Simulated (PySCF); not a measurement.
F2H2OSi, SMILES O[SiH](F)F.

Geometry: PBE0-D3(BJ)/def2-SVP. The values are those of a single conformer.

Method: PBE0-D3(BJ)/def2-SVP (PySCF).

Frequencies are harmonic and unscaled.

```
mode  ν (cm⁻¹)  IR (km/mol)  Raman (Å⁴/amu)  depolarisation  moving atoms (share of kinetic energy)
----  --------  -----------  --------------  --------------  --------------------------------------
1          190         74.3             2.4            0.75                          H 78 %, F 17 %
2          306         22.1             0.7            0.73                 F 72 %, O 12 %, Si 12 %
3          339         93.6             0.5            0.75          O 46 %, F 27 %, H 18 %, Si 8 %
4          386         75.3             1.7            0.69         Si 38 %, F 36 %, H 15 %, O 12 %
5          750         79.9             1.9            0.05                  H 62 %, O 28 %, F 10 %
6          829         12.0             9.4            0.75                          H 85 %, F 15 %
7          837         43.6             6.5            0.35                 H 48 %, F 39 %, Si 12 %
8          885        151.7             7.1            0.58         H 60 %, O 15 %, Si 14 %, F 12 %
9          976        242.6             0.4            0.75                         Si 50 %, F 42 %
10        1009        239.4             1.0            0.34                 Si 49 %, O 34 %, F 11 %
11        2386         80.0            90.0            0.17                                  H 97 %
12        3937        138.5            84.1            0.29                                  H 94 %
```
